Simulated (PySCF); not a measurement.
Molecule: `C=C[CH+]CC(F)F`, [C5H7F2]+.

Cartesian coordinates in Å; atom numbers follow the order of the lines, from 1:
```xyz
14

C     2.6704   -0.3686    0.3593
C     1.4327   -0.7389   -0.0705
C     0.3573    0.1514   -0.0305
C    -0.9649   -0.1457   -0.5171
C    -2.1226    0.5600    0.2451
F    -1.7885    1.8361    0.4932
F    -3.2189    0.5601   -0.5152
H     2.8665    0.6213    0.7492
H     3.5052   -1.0542    0.3254
H     1.2714   -1.7378   -0.4589
H     0.5254    1.1487    0.3736
H    -1.0078    0.3186   -1.5249
H    -1.1727   -1.2110   -0.6508
H    -2.3543    0.0594    1.1999
```

Total charge +1.

Frames of a GFN2-xTB Langevin trajectory at 400 K; GIAO PBE0/pcSseg-1 shieldings in PySCF 2.14, gas phase, non-relativistic; equivalent atoms averaged within each frame.

Scale: $^{13}$C (σref 186.93), $^{1}$H (σref 31.72) against TMS; CFCl3 for $^{19}$F (σref 170.95) (reference shieldings calculated alike). The references are static minima.

How do the shifts (ppm) fluctuate along the trajectory?

## Answers


| time (fs) | C3 | C1 | C2 | C5 | C4 | F6/F7 | H9 | H11 | H8 | H10 |
| --- | --- | --- | --- | --- | --- | --- | --- | --- | --- | --- |
| 250 | 246.1 | 229.0 | 150.6 | 127.0 | 61.3 | -69.4 | 10.66 | 10.14 | 9.30 | 8.67 |
| 425 | 256.6 | 231.9 | 157.6 | 124.7 | 70.4 | -104.2 | 11.53 | 11.72 | 9.11 | 8.86 |
| 625 | 294.9 | 195.6 | 162.7 | 124.8 | 62.4 | -106.2 | 8.82 | 11.93 | 9.53 | 9.47 |
| 800 | 267.5 | 194.6 | 144.1 | 126.9 | 74.9 | -94.6 | 9.57 | 10.37 | 8.92 | 8.56 |
| 1000 | 266.5 | 212.4 | 156.2 | 137.8 | 73.1 | -74.2 | 9.67 | 11.20 | 9.68 | 7.70 |
| mean of frames | 266.3 | 212.7 | 154.2 | 128.2 | 68.4 | -89.7 | 10.05 | 11.07 | 9.31 | 8.65 |
| standard deviation | 18.2 | 17.7 | 7.1 | 5.4 | 6.2 | 17.0 | 1.06 | 0.80 | 0.31 | 0.64 |

5 frames give an uncertainty of the mean of about the standard deviation over 2.2 at best, since frames this close in time may not be independent; classical motion lacks zero-point vibration, and the reference would need the same averaging.
